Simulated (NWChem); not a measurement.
System: C3H2ClF; SMILES FC=C=CCl

Here is an NWChem input.

```
start job
memory heap 200 mb stack 900 mb global 1100 mb
geometry units angstroms noautosym nocenter noautoz
  F      0.489179    -2.647068    -0.262879
  C     -0.192810    -1.754229     0.448151
  C     -0.421781    -0.530143     0.044341
  C     -0.694312     0.695333    -0.316858
  Cl     0.319911     2.053866     0.041042
  H     -0.545984    -2.151368     1.406434
  H     -1.591901     0.966025    -0.882461
end
basis spherical
  F library def2-svp
  C library def2-svp
  Cl library def2-svp
  H library def2-svp
end
dft
  xc pbe0
  iterations 150
end
cosmo
  do_cosmo_smd true
  solvent water
end
task dft energy
```

Parts of the log:

```
             Northwest Computational Chemistry Package (NWChem) 7.3.0
             --------------------------------------------------------

                             Geometry "geometry" -> ""
                             -------------------------

 Output coordinates in angstroms (scale by  1.889725989 to convert to a.u.)

  No.       Tag          Charge          X              Y              Z
 ---- ---------------- ---------- -------------- -------------- --------------
    1 F                    9.0000     0.48917900    -2.64706800    -0.26287900
    2 C                    6.0000    -0.19281000    -1.75422900     0.44815100
    3 C                    6.0000    -0.42178100    -0.53014300     0.04434100
    4 C                    6.0000    -0.69431200     0.69533300    -0.31685800
    5 Cl                  17.0000     0.31991100     2.05386600     0.04104200
    6 H                    1.0000    -0.54598400    -2.15136800     1.40643400
    7 H                    1.0000    -1.59190100     0.96602500    -0.88246100

 Effective nuclear repulsion energy (a.u.)     180.7168227022

                                 NWChem DFT Module
                                 -----------------

 Summary of "ao basis" -> "ao basis" (spherical)
 ------------------------------------------------------------------------------
       Tag                 Description            Shells   Functions and Types
 ---------------- ------------------------------  ------  ---------------------
 F                          def2-svp                 6       14   3s2p1d
 C                          def2-svp                 6       14   3s2p1d
 Cl                         def2-svp                 8       18   4s3p1d
 H                          def2-svp                 3        5   2s1p

 in cosmo_initialize ...
 calling solv_data for solv:h2o

 solvent parameters
 solvname_short: h2o
 solvname_long:  water
 dielec:       78.4000
 dielecinf:     1.7769
 aqueous SMD model solvent descriptors
 dielec:       78.4000
 sola:          0.8200

          ---------------
          -cosmo- solvent
          ---------------
 Cosmo: York-Karplus, doi: 10.1021/jp992097l
 dielectric constant -eps-     =  78.40
 screen = (eps-1)/(eps    )    =   0.98724
 surface charge correction     = lagrangian

   van der Waals surface
 --------------------------

 ---------- ATOMIC COORDINATES (A.U.) ------------ VDWR(ANG.) --
     1    0.92441427   -5.00223319   -0.49676928     1.730
     2   -0.36435807   -3.31501213    0.84688259     1.850
     3   -0.79705052   -1.00182500    0.08379234     1.850
     4   -1.31205943    1.31398884   -0.59877480     1.850
     5    0.60454413    3.88124396    0.07755813     2.380
     6   -1.03176015   -4.06549602    2.65777488     1.200
     7   -3.00825669    1.82552255   -1.66760949     1.200
 number of segments per atom =        128
 number of   points per atom =        128
 atom (   nspa,  nppa )
 ----------------------
    1 (     85,     0 )       0
    2 (     48,     0 )       0
    3 (     52,     0 )       0
    4 (     33,     0 )       0
    5 (    103,     0 )       0
    6 (     57,     0 )       0
    7 (     52,     0 )       0
 number of -cosmo- surface points =      430
 molecular surface =    126.857 angstrom**2
 molecular volume  =    107.542 angstrom**3
 -lineq- algorithm             =   0
 -bem- low  level              =   3
 -bem- from -octahedral-
 gaussian surface charge width =   4.50000
 degree of switching           =   1.00000
 switching function tolerance  =   0.00010
 atomic radii =
 --------------
    1  9.000  1.730
    2  6.000  1.850
    3  6.000  1.850
    4  6.000  1.850
    5 17.000  2.380
    6  1.000  1.200
    7  1.000  1.200
 ...... end of -cosmo- initialization ......

 nat:                     7
 ixmem:                  2814
 calling mnsol_interface()
 G(SMD-CDS) energy (kcal/mol)  =     3.939
 SMD-CDS SASA (angstrom**2)    =   132.556

[...]

                                COSMO-SMD solvation results
                                ---------------------------

             internal energy in gas <Psi(g)|H|Psi(g)> =      -674.787001417503
         internal energy in solvent <Psi(s)|H|Psi(s)> =      -674.786114535066
                               delta internal energy  =         0.000886882437 (    0.56 kcal/mol)
   total free energy in solvent <Psi(s)|H+V/2|Psi(s)> =      -674.792437381663
 polarization energy contribution <Psi(s)|V/2|Psi(s)> =        -0.006322846597 (   -3.97 kcal/mol)
    total free energy in solvent including G(SMD-CDS) =      -674.786160609959
                       G(SMD-CDS) energy contribution =         0.006276771704 (    3.94 kcal/mol)
     1 M fixed-concentration free energy of solvation =         0.000840807544 (    0.53 kcal/mol)

                       DFT Final Molecular Orbital Analysis
                       ------------------------------------

 Vector   21  Occ=2.000000D+00  E=-3.318644D-01
              MO Center=  1.9D-01,  1.9D+00, -1.2D-02, r^2= 1.6D+00
   Bfn.  Coefficient  Atom+Function         Bfn.  Coefficient  Atom+Function
  ----- ------------  ---------------      ----- ------------  ---------------
    67      0.420239  5 Cl px                68     -0.365497  5 Cl py
    64      0.316991  5 Cl px                69      0.309888  5 Cl pz
    65     -0.257777  5 Cl py                66      0.230477  5 Cl pz
    61      0.182710  5 Cl px                80      0.156546  7 H  s
    62     -0.149697  5 Cl py                63      0.133052  5 Cl pz

 Vector   22  Occ=2.000000D+00  E=-2.861477D-01
              MO Center= -2.3D-01, -9.7D-01,  1.2D-01, r^2= 2.5D+00
   Bfn.  Coefficient  Atom+Function         Bfn.  Coefficient  Atom+Function
  ----- ------------  ---------------      ----- ------------  ---------------
    32      0.359478  3 C  px                18      0.319783  2 C  px
    35      0.249846  3 C  px                 4      0.228297  1 F  px
     7     -0.181086  1 F  px                68      0.172450  5 Cl py
    20      0.166748  2 C  pz                21      0.167265  2 C  px
    34      0.143755  3 C  pz                65      0.134158  5 Cl py

 Vector   23  Occ=2.000000D+00  E=-2.845963D-01
              MO Center= -2.0D-01,  5.9D-01, -1.1D-02, r^2= 3.0D+00
   Bfn.  Coefficient  Atom+Function         Bfn.  Coefficient  Atom+Function
  ----- ------------  ---------------      ----- ------------  ---------------
    69      0.379188  5 Cl pz                34     -0.338026  3 C  pz
    48     -0.260536  4 C  pz                66      0.259886  5 Cl pz
    67     -0.229213  5 Cl px                37     -0.222505  3 C  pz
    46      0.158952  4 C  px                64     -0.157619  5 Cl px
    51     -0.152015  4 C  pz                63      0.150082  5 Cl pz

 Vector   24  Occ=0.000000D+00  E=-2.163988D-02
              MO Center= -4.3D-01, -1.6D-01, -5.3D-02, r^2= 3.0D+00
   Bfn.  Coefficient  Atom+Function         Bfn.  Coefficient  Atom+Function
  ----- ------------  ---------------      ----- ------------  ---------------
    51      0.486624  4 C  pz                37     -0.406245  3 C  pz
    48      0.373895  4 C  pz                34     -0.338743  3 C  pz
    49     -0.288034  4 C  px                35      0.238645  3 C  px
    76      0.232704  6 H  s                 46     -0.221301  4 C  px
     3     -0.209949  1 F  s                 69     -0.207111  5 Cl pz

 Vector   25  Occ=0.000000D+00  E=-1.265346D-02
              MO Center= -2.6D-01, -4.4D-01,  1.4D-01, r^2= 3.7D+00
   Bfn.  Coefficient  Atom+Function         Bfn.  Coefficient  Atom+Function
  ----- ------------  ---------------      ----- ------------  ---------------
    21      0.425509  2 C  px                68     -0.414384  5 Cl py
    18      0.374239  2 C  px                60      0.299403  5 Cl s
    32     -0.297447  3 C  px                35     -0.293228  3 C  px
    50     -0.266357  4 C  py                67     -0.263463  5 Cl px
    23      0.239010  2 C  pz                49     -0.220666  4 C  px

 Vector   26  Occ=0.000000D+00  E= 8.575956D-02
              MO Center= -9.3D-01,  9.9D-01, -4.8D-01, r^2= 3.8D+00
   Bfn.  Coefficient  Atom+Function         Bfn.  Coefficient  Atom+Function
  ----- ------------  ---------------      ----- ------------  ---------------
    45      1.640146  4 C  s                 81     -1.395359  7 H  s
    31     -0.667876  3 C  s                 60     -0.498324  5 Cl s
    44      0.458471  4 C  s                 68      0.437557  5 Cl py
    67      0.397584  5 Cl px                17      0.378753  2 C  s
    50      0.373554  4 C  py                47      0.254371  4 C  py

     Multipole analysis of the density
     ---------------------------------

     L   x y z        total         alpha         beta         nuclear
     -   - - -        -----         -----         ----         -------
     0   0 0 0     -0.000000    -23.000000    -23.000000     46.000000

     1   1 0 0     -0.696174     -0.206164     -0.206164     -0.283846
     1   0 1 0     -0.125205     -0.414595     -0.414595      0.703985
     1   0 0 1      0.269309      0.220089      0.220089     -0.170869

     2   2 0 0    -24.587018    -31.771180    -31.771180     38.955342
     2   1 1 0      0.456637      0.894208      0.894208     -1.331779
     2   1 0 1      0.589104     -0.405522     -0.405522      1.400147
     2   0 2 0    -26.746296   -305.107100   -305.107100    583.467905
     2   0 1 1     -2.880462      2.777961      2.777961     -8.436384
     2   0 0 2    -24.475608    -21.570075    -21.570075     18.664541
```

Level: PBE0/def2-SVP, SMD on the gas-phase geometry. Geometry: optimised at PBE0/def2-SVP. Solvent: water.
